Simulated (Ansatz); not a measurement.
Born–Oppenheimer molecular dynamics of BH₅OSSi (9 atoms, charge 0, multiplicity 1). It starts at the highest image of a converged band. Of that band: Neighbouring images differ by up to 3.1 eV, so the band resolves the path poorly. A vibrational analysis at the climbing image gives one clearly imaginary mode, 1312i cm⁻¹: a first-order saddle point.

Method: UKS revPBE/6-31G* in Ansatz.

- ensemble: NVE (velocity Verlet)
- time step: 0.5 fs
- steps asked: 200
- starting velocities drawn for: 300 K
- seed: 9535

First frame:

```xyz
9
Properties=species:S:1:pos:R:3
Si -1.613 0.971 0.168
O -0.038 -0.150 0.616
B 0.771 -0.845 -0.284
S 2.570 -0.619 -0.392
H -0.019 1.065 0.796
H -1.807 0.651 -1.304
H -2.748 0.208 0.824
H 0.268 -1.655 -1.019
H 2.702 0.328 0.578
```

**Question.** How far do the bonds stretch over the last three quarters of this one trajectory? (Pairs bonded in most of those frames.)

**Answer.** 
| bond | mean (Å) | spread (Å) | shortest | longest |
| --- | --- | --- | --- | --- |
| Si1–H6 | 1.546 | 0.012 | 1.52 | 1.56 |
| Si1–H7 | 1.552 | 0.025 | 1.51 | 1.59 |
| O2–B3 | 1.407 | 0.010 | 1.39 | 1.42 |
| O2–H5 | 0.999 | 0.061 | 0.90 | 1.08 |
| B3–S4 | 1.822 | 0.024 | 1.78 | 1.86 |
| B3–H8 | 1.204 | 0.033 | 1.15 | 1.26 |
| S4–H9 | 1.366 | 0.006 | 1.35 | 1.38 |

Mean temperature of the second half: 516 K. The conserved energy stayed within 0.37 meV per atom of its start (net change -0.068 meV per atom), so the integration is sound. The kinetic energy rose, since the run started high on the potential surface and went downhill. It ends in pieces (BH3OS + H2Si), so much of that is their flight and rotation, not heat. A run of 0.1 ps of so small a system gives no equilibrium averages. The orbitals were unrestricted but ended closed-shell.

Run time: 6.4 min on 2 threads of Arm Neoverse V2, on a shared host, peak memory 0.13 GiB.
